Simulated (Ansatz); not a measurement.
Reaction (formal exchange of groups at a C–Te bond): `[TeH]C1=NC1` + `[InH3]` → `[InH2][C]1=NC1` + H₂Te

Isolated molecules relaxed with PBE0-D4/def2-TZVP in Ansatz; ΔE leaves out vibrations. CCSD(T)/CBS adds triple-zeta CCSD(T) − MP2 to the extrapolated MP2 energy (def2 sets, frozen cores). DFT in def2-TZVPP. B3LYP here is the variant with VWN-RPA as its local correlation; programs differ in this. HSE06 is defined as in plane-wave codes. Elements past krypton have def2 core potentials. For In, Te outer-core shells are correlated without core-valence functions, which leaves a few kJ/mol of doubt a bond.

Task: Is it downhill or uphill in electronic energy at CCSD(T)/CBS, and by how much? (Estimate.)

Result: Ansatz gave: Downhill: ΔE = -0.29 eV.

Task: What do these levels give: BLYP-D4, B3LYP-D4, HSE06-D4, CAM-B3LYP-D4, PBE, SCS-MP2/def2-QZVPP? (Estimate.)

Result: Computed: BLYP-D4 -0.16, B3LYP-D4 -0.21, HSE06-D4 -0.22, CAM-B3LYP-D4 -0.26, PBE -0.19, SCS-MP2/def2-QZVPP -0.27 eV.

Largest T1 diagnostic among the species: 0.014.

Leaving LDA and LC-ωPBE aside and taking each functional with its dispersion term where it has one, the values, not all of them listed here, spread over 0.14 eV, from ωB97M-V to B97M-V. The D4 term adds +0.04 eV with B3LYP and +0.02 eV with PBE0; it sums over pairs of atoms, weighted by their polarisabilities, and B3LYP, whose exchange is more repulsive, gets the larger term. From BLYP to BHLYP (50 % exact exchange), in def2-TZVPP and without D4, ΔE moves by −0.08 eV.
